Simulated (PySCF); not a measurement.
**Spinor energies of Ga⁺ (gallium, charge +1)**

Start: [Ar] 3d10 4s1 4p1; 4s1/2 filled at m_j = +1/2; 4p3/2 filled at m_j = +3/2. Calculated with PySCF 2.14 in x2c-TZVPall-2c (6s7p4d1f, 54 functions): generalised Hartree-Fock with the X2C-1e Hamiltonian and a Gaussian nucleus; one run each with spin-orbit coupling (SO) switched off, then screened by Boettger's factors. This is a chosen level, not necessarily the ground level.

```csv
spinor shell,electrons,"ε, spin-free (eV)","ε, screened SO (eV)",weight of nominal j (screened SO),"rms radius, screened SO (bohr)"
1s1/2,2,-10451.3,-10451.2,1.000,0.0560
2s1/2,2,-1350.9,-1350.9,1.000,0.235
2p1/2,2,-1172.8,-1191.8,1.000,0.209
2p3/2,4,-1172.8,-1163.6,1.000,0.212
3s1/2,2,-188.76,-188.79,1.000,0.699
3p1/2,2,-132.93,-135.57,0.999,0.730
3p3/2,4,-132.93,-131.72,1.000,0.740
3d3/2,4,-41.527,-41.872,0.968,0.889
4s1/2,1,-22.237,-22.249,0.999,2.43
4p3/2,1,-14.196,-14.141,1.000,3.08
```

(1) Where does 3d5/2 lie, and what is the 3d spin-orbit splitting (screened SO)?

```tsv
quantity	spin-free	screened SO
E (hartree)	-1941.76018	-1941.82120
M_J	2	2
⟨J²⟩	6.007	6.007
⟨L²⟩	2.005	2.007
⟨S²⟩	2.002	2.003
```

Each row is a mean over spinors that exchange with the open shell spreads, by up to 0.491 eV (3s1/2).

Without spin-orbit coupling the j labels of p, d and f shells carry no meaning; the spin-free column gives the mean over the occupied spinors of each nl shell.

Answers

(1) At -41.352 eV, 0.520 eV above 3d3/2.
